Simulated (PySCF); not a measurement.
## Distorted geometries of Nd2S3

Nd2S3 (singlet in the valence; each metal's 4f electrons, 3 of them, lie in its core potential, out of spins and levels). PySCF 2.14.0, RKS B3LYP, Nd lcecp-1-SVP with ECP49, S def2-SVP; non-relativistic Hamiltonian with scalar-relativistic core potentials where named; density fitting; no spin-orbit coupling. Relaxed geometry:

```xyz
5

Nd    0.0000    0.0000    1.6147
Nd    0.0000    0.0000   -1.6147
S     2.0743    0.0000    0.0000
S    -1.0372    1.7964    0.0000
S    -1.0372   -1.7964    0.0000
```

Order these distorted geometries by energy above the relaxed one, lowest first.
A.
```xyz
5

Nd    0.0013    0.0397    1.6395
Nd    0.0088   -0.0456   -1.6133
S     2.0918    0.0468   -0.0164
S    -1.0472    1.7532   -0.0074
S    -1.0547   -1.7941   -0.0024
```
B.
```xyz
5

Nd    0.0305    0.0465    1.6093
Nd    0.0020    0.0340   -1.6482
S     2.0830   -0.0126   -0.0093
S    -1.0280    1.7559    0.0516
S    -1.0876   -1.8238   -0.0034
```
C.
```xyz
5

Nd   -0.0191    0.1666    1.5409
Nd    0.0016    0.1192   -1.5953
S     2.1570    0.0024   -0.0017
S    -1.0563    1.5794   -0.0228
S    -1.0832   -1.8676    0.0789
```

A (0.02 eV), B (0.09 eV), C (1.05 eV).

Which forces (eV/Å) act in the one that lies 0.02 eV up?


```
Nd   0.09 -0.21 -0.47
Nd   0.04  0.03 -0.02
S   -0.21 -0.10  0.19
S   -0.09  0.24  0.04
S    0.18  0.03  0.26
```
Forces carry noise of the integration grid, about 0.01 to 0.03 eV/Å.

An lcecp potential fixes the number of 4f electrons, so in runs with it no electron can move into or out of that shell.
